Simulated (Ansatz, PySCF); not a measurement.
Lewis adduct: BH3 (SMILES B) (first 4 atoms) with AsH3 (SMILES [AsH3]); geometry from B3LYP-D3(BJ)/def2-TZVP, rigid monomers moved along the line of their centres of mass till B1···As5 is 3.76 Å.
(charge 0, multiplicity 1):
```xyz
8

B     -0.0052    -0.0598     0.6296
H     -0.8662     0.7776     0.5787
H     -0.3529    -1.1824     0.3770
H      1.0665     0.2658     0.1928
As     0.6790    -0.2625     4.3248
H     -0.4430    -0.6524     5.2566
H      1.1517     0.9737     5.0513
H      1.7274    -1.2277     4.8234
```

Quantity: the interaction energy.

Interaction energies are E(AB) − E(A) − E(B) at the monomers' geometry in the complex; basis-set methods are counterpoise corrected.

Cores are frozen in the correlated methods. Filled d and f shells under p-block atoms count as core. CBS: X⁻³ extrapolation of the correlation energy, Hartree–Fock from the larger set.

Programs: Ansatz (Gaussian basis) for Hartree–Fock, density functionals and correlated methods; PySCF for the dispersion terms. Each number belongs to the level named beside it.

Costs are ratios of core time to PBE/def2-TZVPPD (roughly 5 s), for whole runs (searches for the state included, and forces where a run took them) on one shared machine, so rough; each difference counts from -3.17 kcal/mol (CCSD(T)/CBS(aug-cc-pVDZ, aug-cc-pVTZ), a level with limits of its own).

A star marks coupled-cluster runs past 200 virtual orbitals, where the program's memory plan changes under this machine's limit, so their costs aren't comparable with smaller runs.

| level | basis functions | cost | difference (kcal/mol) |
|---|---|---|---|
| PBE/def2-TZVPPD | 193 | ×1 | -0.42 |
| PBE-D3(BJ)/def2-TZVPPD | 193 | ×1 | -0.98 |
| B3LYP/def2-TZVPPD | 193 | ×1 | 0.51 |
| B3LYP-D3(BJ)/def2-TZVPPD | 193 | ×1 | -0.44 |
| PBE0/def2-TZVPPD | 193 | ×2 | -0.02 |
| PBE0-D3(BJ)/def2-TZVPPD | 193 | ×2 | -0.60 |
| r2SCAN/def2-TZVPPD | 193 | ×2 | -0.27 |
| r2SCAN-D3(BJ)/def2-TZVPPD | 193 | ×2 | -0.53 |
| CCSD(T)/aug-cc-pVDZ | 113 | ×4 | 0.14 |
| wB97X-V/def2-TZVPPD | 193 | ×4 | -0.21 |
| wB97M-V/def2-TZVPPD | 193 | ×4 | -0.16 |
| CCSD(T)/aug-cc-pVTZ | 243 | ×100* | 0.05 |

The cheapest listed level whose difference stays within 0.25 kcal/mol: PBE0/def2-TZVPPD (-0.02 kcal/mol, cost ×2).

With a budget of 10 times the cost of PBE/def2-TZVPPD, the closest level: PBE0/def2-TZVPPD, at -0.02 kcal/mol; next is CCSD(T)/aug-cc-pVDZ at 0.14 kcal/mol.

Ansatz is a quantum-chemistry and plane-wave program.
